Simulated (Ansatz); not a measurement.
A nudged elastic band was laid between two geometries of C₂H₆BClFSb (12 atoms, charge 0, multiplicity 1).

These are results of RKS B3LYP-D4/def2-SVP (Ansatz 0.2.0), not measurements.

```json
{
  "movable images": "7",
  "climbing image": "yes",
  "spring": "5.0 eV/Å²",
  "optimiser": "quadratic models (default)",
  "start path": "through a guess of the saddle point",
  "force threshold": "0.05 eV/Å",
  "iteration limit": "55",
  "end points": "relaxed"
}
```

First end point:

```xyz
12
Properties=species:S:1:pos:R:3
C -0.892 -0.727 1.243
B -0.159 -0.208 -0.036
C 1.350 -0.392 -0.360
Sb -1.360 1.052 -1.551
F 0.217 1.358 -2.681
Cl -0.951 2.820 0.058
H -0.277 -1.386 1.877
H -1.853 -1.226 1.031
H -1.150 0.167 1.843
H 1.752 0.325 -1.090
H 1.413 -1.394 -0.838
H 1.987 -0.443 0.539
```

Last end point:

```xyz
12
Properties=species:S:1:pos:R:3
C -0.684 -0.381 1.507
B 0.038 0.126 0.216
C 1.245 -0.553 -0.488
Sb -0.792 2.010 -0.827
F 0.552 1.919 -2.254
Cl -2.354 0.401 -1.752
H -0.262 -1.310 1.924
H -1.747 -0.568 1.264
H -0.696 0.389 2.300
H 2.138 -0.178 0.058
H 1.383 -0.260 -1.539
H 1.255 -1.651 -0.376
```

(1) Which bonds break or form, and what moves?

(2) Give the energies along the band, and the barrier.

(3) What is the geometry of the highest image?

(4) What are the harmonic wavenumbers there?

The band took 29 iterations and about 40 core-minutes.

Results:

(1) No bond is made or broken. The height of Sb4 over the plane of its neighbours goes from 1.24 to -1.24 Å.

(2) It converged. The highest image is number 4 of 0 to 8, 29.2 kcal/mol above the ends, which have the same energy within 2 meV. A vibrational analysis at the climbing image gives one clearly imaginary mode, 140i cm⁻¹: a first-order saddle point.

```json
{"image": "0", "path coordinate (Å)": "0.00", "energy (kcal/mol)": "0.0", "height of Sb4 over the plane of its neighbours (Å)": "1.24"}
{"image": "1", "path coordinate (Å)": "0.94", "energy (kcal/mol)": "0.4", "height of Sb4 over the plane of its neighbours (Å)": "1.23"}
{"image": "2", "path coordinate (Å)": "1.89", "energy (kcal/mol)": "1.1", "height of Sb4 over the plane of its neighbours (Å)": "1.19"}
{"image": "3", "path coordinate (Å)": "2.83", "energy (kcal/mol)": "14.0", "height of Sb4 over the plane of its neighbours (Å)": "0.89"}
{"image": "4", "path coordinate (Å)": "3.78", "energy (kcal/mol)": "29.2", "height of Sb4 over the plane of its neighbours (Å)": "-0.01"}
{"image": "5", "path coordinate (Å)": "5.62", "energy (kcal/mol)": "2.4", "height of Sb4 over the plane of its neighbours (Å)": "-1.19"}
{"image": "6", "path coordinate (Å)": "7.47", "energy (kcal/mol)": "2.1", "height of Sb4 over the plane of its neighbours (Å)": "-1.22"}
{"image": "7", "path coordinate (Å)": "9.32", "energy (kcal/mol)": "1.2", "height of Sb4 over the plane of its neighbours (Å)": "-1.20"}
{"image": "8", "path coordinate (Å)": "11.18", "energy (kcal/mol)": "0.0", "height of Sb4 over the plane of its neighbours (Å)": "-1.24"}
```

(3) 
```xyz
12
Properties=species:S:1:pos:R:3:forces:R:3
C -0.935 -0.720 0.989 -0.02 0.02 0.01
B -0.022 -0.012 -0.062 0.01 0.02 -0.02
C 1.525 -0.191 -0.200 -0.01 0.03 0.02
Sb -1.011 1.401 -1.517 0.00 -0.03 -0.02
F -0.900 -0.236 -2.720 -0.02 0.02 0.01
Cl -0.832 2.946 0.492 0.01 0.01 0.01
H -0.466 -1.598 1.461 0.01 0.00 0.01
H -1.943 -0.994 0.637 0.00 0.00 -0.01
H -1.087 0.049 1.773 0.00 -0.03 0.01
H 2.058 0.776 -0.178 0.00 -0.01 -0.01
H 1.722 -0.623 -1.200 0.01 -0.01 0.00
H 1.969 -0.854 0.559 0.00 0.00 0.00
```

(4) 140i, 36, 57, 78, 91, 145, 151, 239, 285, 324, 441, 520, 652, 784, 837, 895, 1069, 1126, 1299, 1309, 1405, 1422, 1438, 1448, 3000, 3007, 3079, 3080, 3105, 3114 cm⁻¹.

Run time: 18 min on 2 threads of Arm Neoverse V1 (shared host), peak memory 0.44 GiB.
